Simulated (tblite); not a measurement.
Species: C₇H₉O (doublet state).
Structure used (GFN2-xTB), in Å, numbered top down from 1:
```
atom  x, y, z in Å
C1    -2.2454   -1.4800   -0.1096
C2    -1.0709   -0.8121   -0.2661
C3     0.2456   -1.1691   -0.5806
C4     0.7511    0.2435   -0.5010
C5     1.7709    0.5388    0.6100
O6     3.0372   -0.0039    0.3374
C7    -0.6907    0.6146   -0.1717
C8    -1.3105    1.7464    0.0954
H9    -2.2984   -2.5474   -0.2303
H10   -3.1510   -0.9578    0.1389
H11    0.7285   -2.1013   -0.8038
H12    1.1352    0.6544   -1.4407
H13    1.3793    0.1637    1.5674
H14    1.9205    1.6177    0.6932
H15    2.9446   -0.9579    0.2360
H16   -2.3645    1.7739    0.3147
H17   -0.7885    2.6885    0.1008
```

All values are computed: GFN2-xTB (tblite) harmonic vibrations without scaling, gas phase. The method is semi-empirical: single wavenumbers can be off by several per cent or more. One conformer, not necessarily the lowest. Open shells enter through the occupations alone, without spin polarisation, and single modes of such species can be off by tens of per cent.

Harmonic wavenumbers (cm⁻¹): 67.2, 96.1, 141.3, 232.4, 265.5, 323.2, 358.7, 376.8, 476.4, 494.1, 614.3, 637.2, 701.7, 728.4, 765.5, 825.1, 882.0, 894.5, 936.2, 963.1, 1014.0, 1055.3, 1080.5, 1108.8, 1125.8, 1182.5, 1201.8, 1268.7, 1289.5, 1311.5, 1336.1, 1390.8, 1409.7, 1475.1, 1556.0, 1774.8, 2869.9, 2913.0, 2981.4, 3099.4, 3114.8, 3123.6, 3131.1, 3152.2, 3542.7.

A = 3755, B = 1439, C = 1108 MHz; mass 109.065 u (most abundant isotopes); point group C1, symmetry number 1; spin multiplicity 2.

Zero-point energy?

½Σν̃ = 29644 cm⁻¹ = 354.62 kJ/mol.

Give the ideal-gas entropy at 400 K and 1 bar in the rigid-rotor, harmonic-oscillator model (classical rotation).

Translation 173.48, rotation 122.39, vibration 129.41, spin (R ln 2) 5.76: S = 431.0 J/(mol K).

And Cp and H(400 K) − H(0)?

Cp = 182.75 J/(mol K), of which vibrations give 149.49 (their classical limit is 45 R = 374.2); H(400 K) − H(0) = 41.89 kJ/mol without the zero-point energy, 28.59 from vibrations.

What must be added to the electronic energy to get the Gibbs energy at 400 K and 1 bar?

ZPE + [H(400 K) − H(0)] − T·S = 354.62 + 41.89 − 172.42 = 224.09 kJ/mol.

Which modes carry the vibrational entropy at 400 K?

67.2 cm⁻¹: 20.14; 96.1 cm⁻¹: 17.19; 141.3 cm⁻¹: 14.03; 232.4 cm⁻¹: 10.04; 265.5 cm⁻¹: 9.01; 323.2 cm⁻¹: 7.52 J/(mol K); the other 39 give 51.49 together.

Blend soft modes into free rotors: weight 1/[1 + (100 cm⁻¹/ν̃)⁴] for the oscillator and the rest for a rotor with moment μB/(μ + B), μ = h/(8π²ν), B = 10⁻⁴⁴ kg m². What vibrational entropy results?

122.47 J/(mol K) in place of 129.41, which changes −T·S at 400 K by +2.78 kJ/mol.

Hindered rotation and anharmonicity are outside this model. Other conformers, if any are populated, would add a mixing term that is left out. The structure is chiral; the term R ln 2 for an equal mix with its mirror image is left out.

The run took 0.48 s wall on one thread, Intel Xeon 6975P-C (x86_64), shared host with 192 logical CPUs at a one-minute load of 86. The figure is for the frequency step alone.
